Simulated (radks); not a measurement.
Results of a calculation; reference values are marked as such.
Excited configurations of Be I: one electron is placed in a higher orbital outside [He] 2s1. The ground configuration is [He] 2s2. Level of theory: scalar-relativistic Kohn-Sham, PBE, spin-polarised, spherical densities, finite nucleus; open shells are filled with parallel spins first; Fermi nuclear charge, rms radius 2.519 fm (a radial shooting solver on a logarithmic mesh with Libxc functionals). Excitation = E - E(ground); binding = E(ion) - E, where the ion is the core of charge +1; n* = 1/sqrt(2 binding) in atomic units, and the quantum defect is n - n*.

outer orbital  excitation (eV)  binding (eV)     n*  eigenvalue (eV)  <r> (bohr)
3p                       6.666         2.332  2.415           -1.312       8.493
4p                       7.693         1.305  3.229           -0.795       16.49
4f                       8.033         0.965  3.754           -0.481       16.73
5s                       8.045         0.954  3.777           -0.629       24.03
5d                       8.244         0.755  4.246           -0.476       27.99
5f                       8.327         0.671  4.501           -0.405       28.39
6s                       8.352         0.646  4.590           -0.442       36.17

The Delta-SCF ionisation energy is 8.998 eV (NIST Atomic Spectra Database: 9.323 eV, measured). Self-interaction in the functional shifts the binding energies and quantum defects, so they are the method's values and not measured ones.
